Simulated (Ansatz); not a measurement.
Sn₁₂O₂₀H₁₇³⁺ (relaxed from a model of [(RSn)12O14(OH)6]2+, R = H, whose bonding it doesn't keep). The state is a singlet with charge 3. Geometry r2SCAN-D4/def2-SVP, basis def2-SVP, Ansatz.

```xyz
49

Sn   -2.861    1.932    0.225
Sn   -2.919   -1.173    1.518
Sn   -2.826   -0.806   -1.824
Sn    0.354   -1.418    1.900
Sn    0.298   -1.382   -2.887
Sn    0.241    3.164    0.515
Sn   -0.163    1.868   -2.498
Sn   -0.322    1.370    3.182
Sn   -0.261   -3.444   -0.421
Sn    2.844   -2.159    0.003
Sn    2.925    1.197   -1.550
Sn    2.808    0.651    2.107
O    -2.065   -0.012   -0.019
O    -1.209    2.633   -0.918
O    -1.319    2.394    1.680
O    -1.258   -0.369    2.634
O    -1.232   -2.444    1.082
O    -1.178    0.120   -2.799
O    -1.260   -2.307   -1.839
O     1.248   -0.201    3.262
O     1.283   -3.053    1.127
O     1.374    0.384   -2.632
O     1.301   -2.486   -1.438
O     1.348    2.439   -1.094
O     1.244    2.101    1.995
O     1.679   -0.401    0.563
O    -3.876    0.709    1.661
O    -3.734    1.116   -1.554
O    -3.844   -1.855   -0.259
O     3.688   -0.741   -1.351
O     3.747   -1.246    1.727
O     3.659    1.563    0.375
H    -4.649    0.952    2.197
H    -4.466    1.493   -2.070
H    -4.605   -2.452   -0.350
H     4.523   -0.956   -1.802
H     4.505   -1.605    2.220
H     4.483    2.073    0.464
H    -3.801    3.336    0.369
H    -3.713   -2.075    2.709
H    -3.742   -1.355   -3.142
H     0.578   -1.990   -4.439
H     0.492    4.828    0.664
H    -0.157    2.880   -3.851
H    -0.556    1.976    4.738
H    -0.467   -5.111   -0.566
H     3.949   -3.415   -0.279
H     4.024    1.980   -2.577
H     3.890    1.294    3.244
```

```
run  HOMO (eV)  LUMO (eV)
  A     -15.40     -11.54
  B     -16.40     -10.86
  C     -19.71      -7.21
  D     -15.05     -11.66
```

In the def2 sets Sn takes a core potential; there is no spin–orbit coupling. Single mean-field runs in def2-SVP are fitted with def2-universal-jkfit.

**Question.** The runs used HF, PBE, PBE0, r2SCAN. Estimate which is which.

**Answer.** A r2SCAN (0 % exact exchange); B PBE0 (25 % exact exchange); C HF (100 % exact exchange); D PBE (0 % exact exchange). Exact exchange lowers occupied and raises empty levels; among semilocal functionals meta-GGAs tend to open the gap a little, and such runs are hard to tell apart. The gap grows from 3.39 eV (PBE) to 12.50 eV (HF).
